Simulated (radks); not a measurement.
Task: Zn, configuration [Ar] 3d10 4s2 (the NIST ground configuration). Calculated with a radial shooting solver on a logarithmic mesh with Libxc functionals: Dirac Kohn-Sham, relativistic LDA (MacDonald-Vosko exchange, VWN5 correlation), spin-unpolarised, spherical densities, finite nucleus; Fermi nuclear charge, rms radius 3.9283 fm.

Spin-orbit splittings of the eigenvalues, e(l+1/2) - e(l-1/2), with zeta = 2 splitting/(2l+1) and mean radii in bohr:

| shell | occ. | splitting (eV) | zeta (eV) | <r> j=l-1/2 | <r> j=l+1/2 |
|---|---|---|---|---|---|
| 2p | 6 | 23.71 | 15.81 | 0.1963 | 0.1997 |
| 3p | 6 | 3.066 | 2.044 | 0.7072 | 0.7182 |
| 3d | 10 | ? | ? | 0.9065 | 0.9152 |

Estimate the 3d splitting.

Result: 0.3578 eV (zeta = 0.1431 eV).
